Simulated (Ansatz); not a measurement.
Cartesian coordinates in Å:
```
C 1.713 -1.799 0.659
O 0.320 -1.803 0.419
Si -0.488 -0.591 -0.299
Cl -2.415 -1.233 -0.540
S -0.371 1.142 0.902
C -1.146 2.312 -0.253
H 1.985 -1.036 1.394
H 2.277 -1.617 -0.262
H 1.987 -2.779 1.049
H 0.027 -0.285 -1.656
H -2.212 2.107 -0.350
H -1.009 3.307 0.169
H -0.667 2.275 -1.232
```

The species carries charge 0 and has multiplicity 1.

Problem. List the r2SCAN/def2-TZVPP orbital energies in eV (Ansatz 0.2.0). (Estimate.)

Solution. Computed: Occupied: -2753.26, -2409.06, -1792.66, -516.18, -274.64, -274.12, -254.66, -213.50, -193.19, -193.07, -193.06, -157.58, -157.48, -157.37, -142.90, -97.80, -97.77, -97.72, -27.12, -21.51, -20.46, -18.16, -16.74, -13.76, -12.02, -11.81, -11.77, -11.18, -10.94, -9.98, -9.80, -8.75, -8.29, -8.02, -7.83, -7.24, -6.25. Lowest empty: -0.69, 0.35, 0.80, 0.91, 1.57, 1.91, 2.35, 2.86.
